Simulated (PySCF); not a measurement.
## Calculated NMR data

PySCF 2.14.0 with density-fitted response routines calculation with GFN2-xTB structure and GIAO PBE0/pcSseg-1 shieldings; gas phase, averaged over atoms made equivalent by symmetry, fast rotation or ring inversion, one computed conformer, relativity neglected.

References, each an isolated molecule treated in the same way: ¹H and ¹³C vs TMS. Splittings of carbon signals by F and P are missing where no couplings were computed. Where no couplings were computed, multiplicities follow the n + 1 count of equivalent neighbours, and m marks all less simple cases (inequivalent or close neighbours, rings, F or P nearby). Shifts are as computed. Against solution values, carbons near 30 ppm lie about +3 ppm off and those near 130 ppm about +5 ppm. Of 1211 compounds with measured shifts, 218 miss one by over three times the rms of a fit or turn the order of signals round; such compounds aren't used in these exercises. OH and NH positions are gas-phase values without hydrogen bonding to other molecules.

**1.** `CCO[SiH2]OCC`, C4H12O2Si. ¹H NMR (600 MHz, computed): δ 4.81 (s, 2H), 3.99 (q, 4H), 1.32 (t, 6H). ¹³C{¹H} NMR (computed): δ 60.8 (CH2), 20.6 (CH3).

**2.** SMILES O=P(O)(O)c1cccnc1, C5H6NO3P. ¹H NMR (600 MHz, computed): δ 9.23 (m, 1H), 9.13 (d, 1H), 8.30 (m, 1H), 7.52 (m, 1H), 3.57 (br s, 2H). ¹³C{¹H} NMR (computed): δ 159.4, 155.6, 144.3, 131.1, 127.6.
